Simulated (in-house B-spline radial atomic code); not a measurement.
## Excitations of the selenium ion Se⁴⁺ by several methods

Full response, energies in eV; labels give the largest channel, * marks a mixed state, a dash one above the method's threshold, and an imaginary frequency an unstable closed-shell reference. Computed with a B-spline radial code for spherical atoms: linear response of the closed shell [Ar] 3d10 4s2 with each method's own kernel (bare exchange for TDHF, static screening on G0W0 levels for BSE, the adiabatic kernel for functionals); non-relativistic, point nucleus, no spin-orbit coupling, no double excitations, S, P, D and F terms only; shells from n = 2 respond. Only terms of natural parity with L up to 3 were computed.

Without relativity these are model numbers for so heavy an element.

| method | 4s → 4p 3P | 4s → 4p 1P | 4s → 4d 3D | α (bohr³) |
| --- | --- | --- | --- | --- |
| TDHF | 8.757 | 14.903 | 29.532 | 5.774 |
| BSE on G0W0@HF | 10.293 | 15.727 | 31.67 | 5.17 |
| LDA VWN5 | 11.364 | 16.098 | 30.59 | 4.937 |
| PBE | 10.995 | 15.911 | 29.948 | 5.067 |
| PBE0 | 10.548 | 15.602 | 29.967 | 5.263 |
| B3LYP (VWN-RPA) | 10.806 | 15.900 | 30.02 | 5.076 |
| CAM-B3LYP | 10.741 | 15.857 | 30.18 | 5.096 |
| LC-wPBE | ? | ? | ? | ? |
| wB97X | 11.570 | 15.819 | 31.22 | 5.115 |
| HSE06 | 10.654 | 15.673 | 30.07 | 5.217 |
| BHandHLYP | ? | ? | ? | ? |
| BLYP | 11.053 | 16.134 | 29.861 | 4.935 |
| PBEsol | 10.853 | 15.835 | 29.959 | 5.106 |
| BP86 | 10.911 | 15.890 | 30.00 | 5.077 |
| LDA exchange-only | 10.609 | 16.076 | 29.664 | 4.962 |
| B97-1 | 11.127 | 15.681 | 30.57 | 5.214 |
| RPBE | 10.678 | 15.704 | 29.630 | 5.199 |
| OLYP | 9.955 | 15.478 | 29.036 | 5.341 |

**Question.** What does LC-wPBE give?

**Answer.** 4s → 4p 3P: 10.417; 4s → 4p 1P: 15.527; 4s → 4d 3D: 30.21; α: 5.275 (eV, bohr³).

**Question.** What does BHandHLYP give?

**Answer.** 4s → 4p 3P: 10.265; 4s → 4p 1P: 15.584; 4s → 4d 3D: 29.964; α: 5.283 (eV, bohr³).
